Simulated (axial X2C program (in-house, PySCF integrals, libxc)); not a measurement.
LiFe along the bond: TPSSh, 2c

All values were computed with an in-house relativistic program for diatomic molecules. Two-component (2c) means X2C with spin–orbit coupling and atomic mean-field two-electron Coulomb and Gaunt terms. Basis: Fe dyall-cv3z [9s10p6d3f2g], Li dyall-cv3z [7s8p2d] (cores contracted in-house); Gaussian nuclei, density fitting, unrestricted open shells. Masses: Fe 55.935 u, Li 7.016 u.

State: Ω = 3/2 (⟨Sz⟩ = 1.50, ⟨Lz⟩ = 0.00 at TPSSh). Dipoles are positive if Li is the positive end.

Results along the bond:

| R (Å) | μ (D) | HOMO (eV) | LUMO (eV) |
| --- | --- | --- | --- |
| 2.027 | 2.698 | -3.58 | -1.31 |
| 2.120 | 2.818 | -3.41 | -1.36 |
| 2.190 | 2.915 | -3.30 | -1.40 |
| 2.260 | 3.017 | -3.20 | -1.44 |
| 2.330 | 3.121 | -3.11 | -1.48 |
| 2.412 | 3.244 | -3.02 | -1.53 |
| 2.493 | 3.367 | -2.94 | -1.58 |
| 2.598 | 3.518 | -2.85 | -1.65 |
| 2.726 | 3.688 | -2.76 | -1.74 |
| 2.913 | 3.878 | -2.67 | -1.88 |

One determinant describes the state; a PBE0 search over occupations chose it and may have missed a lower one. Density functionals use the spin component along the axis (collinear). PBE0 can misorder states that lie within some tenths of an eV, so this need not be the ground state of the molecule. The nearest other 2c determinant of the search, Ω = 7/2, lies 0.27 eV up at the distance of the search. With several unpaired electrons one determinant need not be a pure state. This is the top spin component of a Σ state; components of lower Ω are not single determinants and can lie lower. The determinant is spin-polarised beyond a pure state at some levels (its spin-free form has ⟨S²⟩ too high), which makes Re and μ there less reliable.
